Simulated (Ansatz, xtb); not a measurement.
# Relative energy of two isomers of C4H7BSSi

Structure a: `Bc1ccc([SiH3])s1`, a singlet. Structure b: `Bc1cscc1[SiH3]`, a singlet. Both are isolated molecules in the gas phase, relaxed with B3LYP-D3(BJ)/def2-SVP; the shapes shown needn't be the lowest conformers.

a (Å):

```csv
atom,x (Å),y (Å),z (Å)
C,-0.6779,1.9660,-1.8248
C,0.5494,1.9950,-1.1625
C,0.8869,0.7819,-0.5226
C,-0.0791,-0.2096,-0.6800
B,-1.3646,3.0696,-2.6158
S,-1.3949,0.3833,-1.6238
Si,-0.0157,-1.9534,0.0110
H,-2.4373,2.8872,-3.1359
H,-0.8188,4.1409,-2.7189
H,1.1781,2.8874,-1.1528
H,1.8082,0.6245,0.0412
H,-0.0840,-2.9563,-1.0898
H,1.2712,-2.0979,0.7472
H,-1.1576,-2.1925,0.9391
```

b (Å):

```yaml
atoms:
  - { symbol: C, position_ang: [0.0976, 1.3645, -1.6193] }
  - { symbol: C, position_ang: [1.1209, 2.2803, -1.4053] }
  - { symbol: C, position_ang: [0.9583, 0.6484, 0.4432] }
  - { symbol: C, position_ang: [0.0138, 0.4100, -0.5228] }
  - { symbol: B, position_ang: [-0.7879, 1.4108, -2.8664] }
  - { symbol: S, position_ang: [1.9662, 2.0165, 0.0635] }
  - { symbol: Si, position_ang: [-1.2230, -0.9981, -0.4004] }
  - { symbol: H, position_ang: [-0.6094, 2.2613, -3.7040] }
  - { symbol: H, position_ang: [-1.6704, 0.6023, -3.0271] }
  - { symbol: H, position_ang: [1.4071, 3.1020, -2.0619] }
  - { symbol: H, position_ang: [1.1307, 0.1000, 1.3691] }
  - { symbol: H, position_ang: [-1.0748, -1.9471, -1.5403] }
  - { symbol: H, position_ang: [-0.9595, -1.7255, 0.8753] }
  - { symbol: H, position_ang: [-2.6231, -0.4868, -0.3878] }
```

Quicker runs give these differences E(b) − E(a): GFN2-xTB +1.9 kcal/mol; HF/STO-3G +2.3 kcal/mol (at GFN2-xTB geometries); r2SCAN-D4/def2-SVP +5.1 kcal/mol (at GFN2-xTB geometries).

Task: Estimate E(b) − E(a) at the level CCSD(T)/def2-SVP + ΔMP2/def2-TZVPP.

Result: Calculated at CCSD(T)/def2-SVP + ΔMP2/def2-TZVPP: E(b) − E(a) = +4.0 kcal/mol, so structure a lies lower.

The same difference at several levels:

| level | geometry | E(b) − E(a) (kcal/mol) | departure from the last row (kcal/mol) | job, with rough time for the two |
| --- | --- | --- | --- | --- |
| GFN2-xTB | GFN2-xTB | +1.9 | −2.0 | optimisation, 0.65 s |
| HF/STO-3G | GFN2-xTB | +2.3 | −1.7 | single point, 4.8 s |
| r2SCAN-D4/def2-SVP | GFN2-xTB | +5.1 | +1.2 | single point, 18 s |
| B3LYP-D3(BJ)/def2-SVP | B3LYP-D3(BJ)/def2-SVP | +4.5 | +0.5 | optimisation, 8.5 min |
| HF/def2-SVP | B3LYP-D3(BJ)/def2-SVP | +4.0 | 0.0 | part of the CCSD(T) run |
| MP2/def2-SVP | B3LYP-D3(BJ)/def2-SVP | +4.9 | +0.9 | part of the CCSD(T) run |
| CCSD(T)/def2-SVP | B3LYP-D3(BJ)/def2-SVP | +4.0 | 0.0 | single point |
| CCSD(T)/def2-SVP + ΔMP2/def2-TZVPP | B3LYP-D3(BJ)/def2-SVP | +4.0 |  | single point, 3.4 min |

As drawn, both hold the same kinds of bond in the same numbers.

The levels shown agree on the order. The largest departure from CCSD(T)/def2-SVP + ΔMP2/def2-TZVPP is that of GFN2-xTB, 2.0 kcal/mol. The last row adds to CCSD(T) the change of the MP2 difference between the two basis sets, here 0.0 kcal/mol.

With thermal terms from frequencies at re-optimised GFN2-xTB minima (ideal gas, soft modes damped towards free rotors, one conformer each, 298.15 K, 1 atm): the zero-point term adds 0.0 kcal/mol; ΔH is +3.8 and ΔG +4.3 kcal/mol.

The correlated steps freeze 15 core orbitals. Run with Ansatz 0.2.0, xtb 6.7.1; the last row on 2 threads of Intel(R) Xeon(R) Processor @ 2.50GHz (Skylake/Cascade Lake) on a shared host.
